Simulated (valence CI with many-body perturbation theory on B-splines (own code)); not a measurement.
# Energy levels of Lu31+

Method: valence CI with perturbative core correlation (CI+MBPT): four valence electrons over a frozen Dirac-Fock core [Kr], a basis of 7 s, 7 p, 8 d, 6 f, 4 g, 1 h functions for each j, with the one-electron correlation potential Σ1 (screened to all orders), the two-electron term Σ2, the three-electron term Σ3, Breit, model QED; selected single and double excitations, second order for the rest, scaled by the run's own slope (own B-spline code, finite nucleus).

The last digits are not significant, and no measured levels were compared; by estimate large intervals hold to a few tenths of a per cent, small ones and those within an open d or f shell to about a per cent. The list stops below the first excitations out of the core.

Levels 1 to 34 of 34, with energies above the lowest level, (4d3/2^4) J=0. "Leading %" is the weight of the configuration and term that name the level; weights of strongly mixed levels are sums over their largest components and can fall short. In the jj column 3d3/2^4 stands for four electrons in 3d with j = 3/2. Lifetimes count E1, E2, E3, M1 and M2 decay at the calculated energies, and are blank where another channel may lead or the interval is too uncertain; long ones can be off by a factor of two.

| No. | Configuration | Term | J | E (eV) | Leading % | g | Second component | Lifetime | Leading jj |
| --- | --- | --- | --- | --- | --- | --- | --- | --- | --- |
| 1 | 4d⁴ | ³P | 0 | 0.000 | 57 |  | 32 % 4d⁴ ⁵D |  | 4d3/2^4 (96 %) |
| 2 | 4d⁴ | ⁵D | 1 | 10.929 | 64 | 1.497 | 35 % 4d⁴ ³P | 53.2 μs | 4d3/2^3 4d5/2 (97 %) |
| 3 | 4d⁴ | ⁵D | 2 | 15.399 | 52 | 1.287 | 13 % 4d⁴ ³D | 877 μs | 4d3/2^3 4d5/2 (82 %) |
| 4 | 4d⁴ | ³F | 4 | 15.539 | 30 | 1.092 | 23 % 4d⁴ ³H |  | 4d3/2^3 4d5/2 (96 %) |
| 5 | 4d⁴ | ⁵D | 3 | 16.835 | 31 | 1.187 | 27 % 4d⁴ ³F | 24.7 ms | 4d3/2^3 4d5/2 (86 %) |
| 6 | 4d⁴ | ⁵D | 0 | 25.266 | 63 |  | 20 % 4d⁴ ¹S | 16.0 μs | 4d3/2^2 4d5/2^2 (95 %) |
| 7 | 4d⁴ | ⁵D | 2 | 26.158 | 37 | 1.166 | 25 % 4d⁴ ³F | 26.0 μs | 4d3/2^2 4d5/2^2 (85 %) |
| 8 | 4d⁴ | ⁵D | 4 | 26.329 | 40 | 1.158 | 40 % 4d⁴ ³H | 50.9 μs | 4d3/2^2 4d5/2^2 (95 %) |
| 9 | 4d⁴ | ⁵D | 3 | 26.893 | 45 | 1.127 | 40 % 4d⁴ ³G | 48.4 μs | 4d3/2^2 4d5/2^2 (85 %) |
| 10 | 4d⁴ | ³H | 5 | 28.653 | 68 | 1.083 | 32 % 4d⁴ ³G | 90.5 μs | 4d3/2^2 4d5/2^2 (100 %) |
| 11 | 4d⁴ | ³P | 1 | 29.667 | 47 | 1.143 | 35 % 4d⁴ ³D | 37.6 μs | 4d3/2^2 4d5/2^2 (92 %) |
| 12 | 4d⁴ | ³H | 6 | 29.923 | 51 | 1.083 | 48 % 4d⁴ ¹I | 100 ms | 4d3/2^2 4d5/2^2 (98 %) |
| 13 | 4d⁴ | ³F | 3 | 31.424 | 44 | 1.105 | 29 % 4d⁴ ³D | 60.6 μs | 4d3/2^2 4d5/2^2 (94 %) |
| 14 | 4d⁴ | ³G | 4 | 31.438 | 58 | 1.032 | 36 % 4d⁴ ¹G | 202 μs | 4d3/2^2 4d5/2^2 (97 %) |
| 15 | 4d⁴ | ³D | 2 | 31.837 | 35 | 1.099 | 30 % 4d⁴ ³F | 147 μs | 4d3/2^2 4d5/2^2 (95 %) |
| 16 | 4d⁴ | ³F | 2 | 36.212 | 45 | 1.005 | 30 % 4d⁴ ³P | 25.3 μs | 4d3/2^2 4d5/2^2 (91 %) |
| 17 | 4d⁴ | ³F | 4 | 37.273 | 61 | 1.222 | 17 % 4d⁴ ⁵D | 61.5 μs | 4d3/2^2 4d5/2^2 (78 %) |
| 18 | 4d⁴ | ³P | 2 | 41.384 | 43 | 1.202 | 30 % 4d⁴ ¹D | 237 μs | 4d3/2^2 4d5/2^2 (85 %) |
| 19 | 4d⁴ | ³F | 3 | 41.416 | 46 | 1.161 | 22 % 4d⁴ ⁵D | 16.6 μs | 4d3/2 4d5/2^3 (94 %) |
| 20 | 4d⁴ | ¹G | 4 | 41.509 | 30 | 1.121 | 22 % 4d⁴ ³F | 20.7 μs | 4d3/2 4d5/2^3 (76 %) |
| 21 | 4d⁴ | ³D | 1 | 43.150 | 58 | 0.911 | 25 % 4d⁴ ³P | 12.6 μs | 4d3/2 4d5/2^3 (94 %) |
| 22 | 4d⁴ | ³G | 5 | 43.447 | 68 | 1.144 | 32 % 4d⁴ ³H | 35.0 μs | 4d3/2 4d5/2^3 (100 %) |
| 23 | 4d⁴ | ¹I | 6 | 43.974 | 51 | 1.077 | 48 % 4d⁴ ³H | 39.2 μs | 4d3/2 4d5/2^3 (98 %) |
| 24 | 4d⁴ | ³P | 0 | 44.805 | 61 |  | 38 % 4d⁴ ¹S |  | 4d3/2 4d5/2^3 (54 %) |
| 25 | 4d⁴ | ³F | 2 | 46.379 | 51 | 1.047 | 38 % 4d⁴ ³P | 18.6 μs | 4d3/2 4d5/2^3 (87 %) |
| 26 | 4d⁴ | ¹F | 3 | 47.049 | 37 | 1.090 | 35 % 4d⁴ ³D | 26.1 μs | 4d3/2 4d5/2^3 (96 %) |
| 27 | 4d⁴ | ¹S | 0 | 50.939 | 72 |  | 24 % 4d⁴ ³P |  | 4d3/2^2 4d5/2^2 (46 %) |
| 28 | 4d⁴ | ³F | 3 | 51.841 | 66 | 1.061 | 30 % 4d⁴ ¹F |  | 4d3/2 4d5/2^3 (99 %) |
| 29 | 4d⁴ | ³P | 1 | 51.859 | 92 | 1.437 | 6 % 4d⁴ ³D | 20.4 μs | 4d3/2 4d5/2^3 (97 %) |
| 30 | 4d⁴ | ¹G | 4 | 52.569 | 72 | 1.042 | 20 % 4d⁴ ³F | 22.2 μs | 4d3/2 4d5/2^3 (93 %) |
| 31 | 4d⁴ | ¹D | 2 | 53.632 | 65 | 1.115 | 26 % 4d⁴ ³P | 26.9 μs | 4d3/2 4d5/2^3 (74 %) |
| 32 | 4d⁴ | ³F | 4 | 58.678 | 49 | 1.160 | 21 % 4d⁴ ¹G | 11.6 μs | 4d5/2^4 (94 %) |
| 33 | 4d⁴ | ¹D | 2 | 62.751 | 45 | 1.053 | 22 % 4d⁴ ³D | 11.3 μs | 4d5/2^4 (81 %) |
| 34 | 4d⁴ | ¹S | 0 | 71.935 | 57 |  | 41 % 4d⁴ ³P | 7.89 μs | 4d5/2^4 (82 %) |

The ionisation energy to 4d³ ⁴F3/2 of the next ion comes out as 1244 eV (NIST: 1242 ± 4 eV (theoretical)). All 34 levels together are meant to be complete up to 115.838 eV.
